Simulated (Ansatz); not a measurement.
Si2H8SO, closed shell: a relaxation.

The input file, in.yaml:

```yaml
crystal:
  periodic: [false, false, false]
  atoms:
    - {symbol: Si, position_ang: [0.640455, 0.521011, 0.066705]}
    - {symbol: H, position_ang: [0.941803, -0.633950, -0.890430]}
    - {symbol: O, position_ang: [-0.846492, 0.661953, -0.556281]}
    - {symbol: Si, position_ang: [-2.304667, -0.031280, -0.271663]}
    - {symbol: H, position_ang: [0.484428, 0.415502, 1.498767]}
    - {symbol: H, position_ang: [1.340623, 1.694614, -0.595757]}
    - {symbol: H, position_ang: [2.080541, -0.619218, -0.551812]}
    - {symbol: S, position_ang: [3.109006, -0.219843, 0.471658]}
    - {symbol: H, position_ang: [-2.502297, -0.256004, 1.198428]}
    - {symbol: H, position_ang: [-2.390648, -1.325384, -0.947008]}
    - {symbol: H, position_ang: [-3.330858, 0.898454, -0.800860]}
    - {symbol: H, position_ang: [2.778105, -1.105955, 1.378155]}
basis:
  gaussian: {orbitals: def2-TZVP}
hamiltonian: {xc: pbe0, dispersion: d4}
relax: {f_tol: 0.005, max_steps: 200}
```

Launched with

```bash
ansatz run in.yaml --threads 4 --pin off --events-out ev --progress --plain --max-ram 9574MiB
```

The run's output (Ansatz 0.2.0):

```
Functional definition: PBE0
  name "PBE0"
  cite "Adamo & Barone, J. Chem. Phys. 110, 6158 (1999) doi:10.1063/1.478522"
  cite "Perdew, Burke & Ernzerhof, Phys. Rev. Lett. 77, 3865 (1996) doi:10.1103/PhysRevLett.77.3865"
  parent pbe
  parameter a = 0.25
  parameter kappa = 0.804
  parameter beta = 0.06672455060314922
  exchange = (1 - a)*pbe_x(kappa = kappa, mu = beta*pi^2/3) + a*exact_x
  correlation = pbe_c(beta = beta)
1310 factors; their error is unknown
mean field evaluation 1: about -28752.3728 eV, gradient 5.4e1 eV
mean field evaluation 2: about -28739.1346 eV, gradient 9.9e1 eV
mean field evaluation 4: about -28757.2252 eV, gradient 3.3e0 eV
mean field evaluation 8: about -28757.2463 eV, gradient 3.4e-2 eV
mean field evaluation 16: about -28757.3398 eV, gradient 1.9e-5 eV
mean field -28757.33975797 eV, -1056.8127436803 hartree, gradient 1.9e-5 eV, S^2 0.000000; 0 other end points of the search recorded, 0 dependent functions left out
the calculation of the forces begins
reference -28757.33979392 eV, -1056.8127450015 hartree; 30, 30 occupied and 160, 160 virtual orbitals, 1310 factors
relax step   1: F+E_penalty+E_count = -28757.56685317 eV  Δ(F+E_penalty+E_count) = +0.000e0 eV  max|allowed force component| = 2.014e0 eV/Å  Δτ_max = 0.0000 Å  (27 SCF iters, accepted)
relax step   2: F+E_penalty+E_count = -28758.18540082 eV  Δ(F+E_penalty+E_count) = -6.185e-1 eV  max|allowed force component| = 1.615e0 eV/Å  Δτ_max = 0.1947 Å  (30 SCF iters, accepted)
relax step   3: F+E_penalty+E_count = -28758.53825194 eV  Δ(F+E_penalty+E_count) = -3.529e-1 eV  max|allowed force component| = 1.131e0 eV/Å  Δτ_max = 0.1947 Å  (29 SCF iters, accepted)
relax step   4: F+E_penalty+E_count = -28758.76440525 eV  Δ(F+E_penalty+E_count) = -2.262e-1 eV  max|allowed force component| = 7.673e-1 eV/Å  Δτ_max = 0.1953 Å  (29 SCF iters, accepted)
relax step   5: F+E_penalty+E_count = -28758.87912651 eV  Δ(F+E_penalty+E_count) = -1.147e-1 eV  max|allowed force component| = 3.449e-1 eV/Å  Δτ_max = 0.2000 Å  (30 SCF iters, accepted)
relax step   6: F+E_penalty+E_count = -28758.93783432 eV  Δ(F+E_penalty+E_count) = -5.871e-2 eV  max|allowed force component| = 2.246e-1 eV/Å  Δτ_max = 0.2000 Å  (28 SCF iters, accepted)
relax step   7: F+E_penalty+E_count = -28758.96187829 eV  Δ(F+E_penalty+E_count) = -2.404e-2 eV  max|allowed force component| = 2.341e-1 eV/Å  Δτ_max = 0.1999 Å  (28 SCF iters, accepted)
relax step   8: F+E_penalty+E_count = -28758.97665317 eV  Δ(F+E_penalty+E_count) = -1.477e-2 eV  max|allowed force component| = 8.480e-2 eV/Å  Δτ_max = 0.2000 Å  (30 SCF iters, accepted)
relax step   9: F+E_penalty+E_count = -28758.98480996 eV  Δ(F+E_penalty+E_count) = -8.157e-3 eV  max|allowed force component| = 3.259e-1 eV/Å  Δτ_max = 0.2000 Å  (28 SCF iters, accepted)
relax step  10: F+E_penalty+E_count = -28758.99953507 eV  Δ(F+E_penalty+E_count) = -1.473e-2 eV  max|allowed force component| = 6.366e-2 eV/Å  Δτ_max = 0.1999 Å  (28 SCF iters, accepted)
relax step  11: F+E_penalty+E_count = -28759.00251699 eV  Δ(F+E_penalty+E_count) = -2.982e-3 eV  max|allowed force component| = 2.050e-2 eV/Å  Δτ_max = 0.1020 Å  (28 SCF iters, accepted)
relax step  12: F+E_penalty+E_count = -28758.99265588 eV  Δ(F+E_penalty+E_count) = +9.861e-3 eV  max|allowed force component| = 7.051e-1 eV/Å  Δτ_max = 0.1750 Å  (29 SCF iters, rejected (line search))
relax step  13: F+E_penalty+E_count = -28759.00368352 eV  Δ(F+E_penalty+E_count) = -1.167e-3 eV  max|allowed force component| = 3.547e-2 eV/Å  Δτ_max = 0.0583 Å  (28 SCF iters, accepted)
relax step  14: F+E_penalty+E_count = -28759.00423572 eV  Δ(F+E_penalty+E_count) = -5.522e-4 eV  max|allowed force component| = 9.943e-2 eV/Å  Δτ_max = 0.0978 Å  (28 SCF iters, accepted)
relax step  15: F+E_penalty+E_count = -28759.00476607 eV  Δ(F+E_penalty+E_count) = -5.304e-4 eV  max|allowed force component| = 5.857e-2 eV/Å  Δτ_max = 0.0200 Å  (28 SCF iters, accepted)
relax step  16: F+E_penalty+E_count = -28759.00518004 eV  Δ(F+E_penalty+E_count) = -4.140e-4 eV  max|allowed force component| = 2.524e-3 eV/Å  Δτ_max = 0.0291 Å  (28 SCF iters, accepted)
relax step  17: F+E_penalty+E_count = -28759.00551467 eV  Δ(F+E_penalty+E_count) = -3.346e-4 eV  max|allowed force component| = 8.023e-2 eV/Å  Δτ_max = 0.0805 Å  (28 SCF iters, accepted)
relax step  18: F+E_penalty+E_count = -28759.00575753 eV  Δ(F+E_penalty+E_count) = -2.429e-4 eV  max|allowed force component| = 5.657e-2 eV/Å  Δτ_max = 0.0180 Å  (29 SCF iters, accepted)
relax step  19: F+E_penalty+E_count = -28759.00606985 eV  Δ(F+E_penalty+E_count) = -3.123e-4 eV  max|allowed force component| = 8.708e-2 eV/Å  Δτ_max = 0.0680 Å  (28 SCF iters, accepted)
relax step  20: F+E_penalty+E_count = -28759.00627439 eV  Δ(F+E_penalty+E_count) = -2.045e-4 eV  max|allowed force component| = 8.408e-2 eV/Å  Δτ_max = 0.0331 Å  (28 SCF iters, accepted)
relax step  21: F+E_penalty+E_count = -28759.00649655 eV  Δ(F+E_penalty+E_count) = -2.222e-4 eV  max|allowed force component| = 4.727e-2 eV/Å  Δτ_max = 0.0200 Å  (28 SCF iters, accepted)
relax step  22: F+E_penalty+E_count = -28759.00672590 eV  Δ(F+E_penalty+E_count) = -2.293e-4 eV  max|allowed force component| = 1.307e-2 eV/Å  Δτ_max = 0.0342 Å  (28 SCF iters, accepted)
relax step  23: F+E_penalty+E_count = -28759.00686968 eV  Δ(F+E_penalty+E_count) = -1.438e-4 eV  max|allowed force component| = 7.202e-2 eV/Å  Δτ_max = 0.0616 Å  (28 SCF iters, accepted)
relax step  24: F+E_penalty+E_count = -28759.00702057 eV  Δ(F+E_penalty+E_count) = -1.509e-4 eV  max|allowed force component| = 3.426e-2 eV/Å  Δτ_max = 0.0074 Å  (24 SCF iters, accepted)
relax step  25: F+E_penalty+E_count = -28759.00715463 eV  Δ(F+E_penalty+E_count) = -1.341e-4 eV  max|allowed force component| = 5.873e-3 eV/Å  Δτ_max = 0.0159 Å  (28 SCF iters, accepted)
relax step  26: F+E_penalty+E_count = -28759.00733679 eV  Δ(F+E_penalty+E_count) = -1.822e-4 eV  max|allowed force component| = 3.855e-2 eV/Å  Δτ_max = 0.0570 Å  (27 SCF iters, accepted)
relax step  27: F+E_penalty+E_count = -28759.00739071 eV  Δ(F+E_penalty+E_count) = -5.391e-5 eV  max|allowed force component| = 5.741e-2 eV/Å  Δτ_max = 0.0538 Å  (27 SCF iters, accepted)
relax step  28: F+E_penalty+E_count = -28759.00748359 eV  Δ(F+E_penalty+E_count) = -9.288e-5 eV  max|allowed force component| = 2.029e-2 eV/Å  Δτ_max = 0.0113 Å  (28 SCF iters, accepted)
relax step  29: F+E_penalty+E_count = -28759.00750977 eV  Δ(F+E_penalty+E_count) = -2.618e-5 eV  max|allowed force component| = 1.285e-2 eV/Å  Δτ_max = 0.0086 Å  (23 SCF iters, accepted)
relax step  30: F+E_penalty+E_count = -28759.00757149 eV  Δ(F+E_penalty+E_count) = -6.172e-5 eV  max|allowed force component| = 1.994e-3 eV/Å  Δτ_max = 0.0072 Å  (30 SCF iters, accepted)
relax step  31: F+E_penalty+E_count = -28759.00760723 eV  Δ(F+E_penalty+E_count) = -3.574e-5 eV  max|allowed force component| = 1.569e-2 eV/Å  Δτ_max = 0.0240 Å  (29 SCF iters, accepted)
relax step  32: F+E_penalty+E_count = -28759.00762955 eV  Δ(F+E_penalty+E_count) = -2.232e-5 eV  max|allowed force component| = 1.518e-2 eV/Å  Δτ_max = 0.0170 Å  (28 SCF iters, accepted)
relax step  33: F+E_penalty+E_count = -28759.00765181 eV  Δ(F+E_penalty+E_count) = -2.226e-5 eV  max|allowed force component| = 1.433e-2 eV/Å  Δτ_max = 0.0198 Å  (28 SCF iters, accepted)
relax step  34: F+E_penalty+E_count = -28759.00766674 eV  Δ(F+E_penalty+E_count) = -1.493e-5 eV  max|allowed force component| = 1.528e-2 eV/Å  Δτ_max = 0.0154 Å  (28 SCF iters, accepted)
relax step  35: F+E_penalty+E_count = -28759.00767142 eV  Δ(F+E_penalty+E_count) = -4.682e-6 eV  max|allowed force component| = 1.921e-2 eV/Å  Δτ_max = 0.0159 Å  (28 SCF iters, accepted)
relax step  36: F+E_penalty+E_count = -28759.00766778 eV  Δ(F+E_penalty+E_count) = +3.640e-6 eV  max|allowed force component| = 2.180e-2 eV/Å  Δτ_max = 0.0114 Å  (28 SCF iters, rejected (line search))
relax step  37: F+E_penalty+E_count = -28759.00768340 eV  Δ(F+E_penalty+E_count) = -1.197e-5 eV  max|allowed force component| = 1.061e-2 eV/Å  Δτ_max = 0.0056 Å  (23 SCF iters, accepted)
relax step  38: F+E_penalty+E_count = -28759.00768873 eV  Δ(F+E_penalty+E_count) = -5.329e-6 eV  max|allowed force component| = 3.179e-3 eV/Å  Δτ_max = 0.0025 Å  (22 SCF iters, accepted)
Total energy: -28759.00772795 eV, -1056.8740404467 hartree
Atom 0 at     0.341803     0.370474    -0.040359 Å, force    -0.000790     0.000404     0.000446 eV/Å
Atom 1 at     0.761975    -0.933640    -0.615432 Å, force     0.000725    -0.000050     0.000013 eV/Å
Atom 2 at    -1.226504     0.647440    -0.438475 Å, force     0.000480    -0.000473    -0.000202 eV/Å
Atom 3 at    -2.771784     0.142485    -0.312417 Å, force    -0.000497     0.000620    -0.000209 eV/Å
Atom 4 at     0.469695     0.336780     1.438576 Å, force     0.000027    -0.000350    -0.000127 eV/Å
Atom 5 at     1.140624     1.476528    -0.615599 Å, force     0.000498     0.000187     0.000292 eV/Å
Atom 6 at     3.977070    -0.484576    -0.481698 Å, force    -0.000356     0.000603     0.002008 eV/Å
Atom 7 at     3.617380    -0.126916     0.760424 Å, force    -0.000504    -0.003179    -0.001865 eV/Å
Atom 8 at    -3.169897     0.037896     1.117024 Å, force     0.000063     0.000013     0.000108 eV/Å
Atom 9 at    -2.935407    -1.190540    -0.951922 Å, force    -0.000097    -0.000304     0.000309 eV/Å
Atom 10 at    -3.645616     1.126645    -0.996620 Å, force    -0.000006    -0.000037    -0.000162 eV/Å
Atom 11 at     3.440659    -1.402677     1.136401 Å, force     0.000457     0.002566    -0.000613 eV/Å
Dipole moment:     0.187467    -0.264368    -0.041665 e Å

[the SCF lines of later steps are left out]
```

The lines “mean field evaluation” count trial sets of orbitals through the whole run, from several starts and some on an approximate energy, so they need not fall steadily or lie above the final value.

Hardware: 4 CPU threads of an Arm Neoverse V2, shared host. Wall time about 89 s.
